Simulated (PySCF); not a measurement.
IrF3: breathing scan

All numbers come from UPBE0 in PySCF with Ir def2-SVP with ECP60, F def2-SVP; scalar-relativistic core potentials, no spin–orbit coupling; density-fitted integrals.

Rigid scan from the triplet minimum (Ir–F 1.838 Å (×2), Ir–F 1.852 Å; F–Ir–F 97.4° (×2), F–Ir–F 165.2°). Coordinate: all bonds to the central atom scaled together. Energies in kJ/mol from the minimum.

| scale of all bonds to the centre | E (kJ/mol) | dipole size (D) | ⟨S²⟩ |
| --- | --- | --- | --- |
| 0.88 | 388.8 | 1.61 | 2.01 |
| 0.92 | 148.1 | 1.82 | 2.01 |
| 0.96 | 31.9 | 2.00 | 2.01 |
| 1.00 | 0.0 | 2.14 | 2.02 |
| 1.04 | 24.2 | 2.26 | 2.03 |
| 1.08 | 84.5 | 2.35 | 2.06 |
| 1.14 | 213.1 | 2.46 | 2.16 |
| 1.22 | 411.5 | 2.42 | 2.35 |
| 1.35 | 692.4 | 1.13 | 2.86 |

Spin contamination is strong at 1.22, 1.35, so these points are less reliable.

Open d and f shells are described by one determinant, and the ground state may have another occupation or spin. No spin–orbit coupling is included, which matters more the heavier the element.

Other isomers or separated fragments may lie lower.

The scan took 21 s on 2 threads of a shared Arm Neoverse V1 host; the process peaked at 0.87 GiB. Launch command: `OMP_NUM_THREADS=2 python axn.py task.json out`.
